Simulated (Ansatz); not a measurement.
C₃H₁₀BrNOSi (`CN(C)[Si](C)(O)Br`), relaxed with RKS PBE0-D4/def2-TZVP in Ansatz from a PBE-D4/def2-SVP geometry. The force threshold is 0.005 eV/Å; the program also tests the step.

Total charge 0; spin multiplicity 1.

Start:

```xyz
17

C    -1.307    0.372   -1.266
N    -0.646    0.412    0.028
C    -0.734    1.695    0.700
Si    0.415   -0.882    0.505
C     2.192   -0.774   -0.060
O    -0.167   -2.326   -0.117
Br    0.425   -0.918    2.773
H    -0.874    1.104   -1.992
H    -1.224   -0.640   -1.709
H    -2.393    0.613   -1.168
H    -0.234    2.514    0.125
H    -1.799    1.997    0.841
H    -0.267    1.643    1.703
H     2.782   -1.629    0.324
H     2.657    0.165    0.299
H     2.236   -0.784   -1.169
H    -1.063   -2.561    0.185
```

(1) By how much does the energy fall, and how many steps does the optimiser take? (Best estimate.)

(2) Which bonds change most? (Estimate.)

(3) Give the relaxed structure. (Estimate.)

Answers

(1) The calculation gave: 0.10 eV, in 7 steps.

(2) Computed: Si4–O6 from 1.676 to 1.638 Å; N2–Si4 from 1.740 to 1.707 Å; Si4–Br7 from 2.269 to 2.245 Å; C1–H8 from 1.118 to 1.099 Å.

(3) Computed: 
```xyz
17

C    -1.290    0.377   -1.261
N    -0.655    0.386    0.039
C    -0.720    1.672    0.691
Si    0.395   -0.879    0.500
C     2.151   -0.752   -0.066
O    -0.165   -2.302   -0.085
Br    0.410   -0.928    2.744
H    -0.835    1.108   -1.943
H    -1.214   -0.609   -1.721
H    -2.355    0.627   -1.172
H    -0.210    2.453    0.109
H    -1.763    1.984    0.821
H    -0.262    1.627    1.679
H     2.745   -1.590    0.305
H     2.602    0.177    0.289
H     2.188   -0.757   -1.159
H    -1.023   -2.593    0.231
```
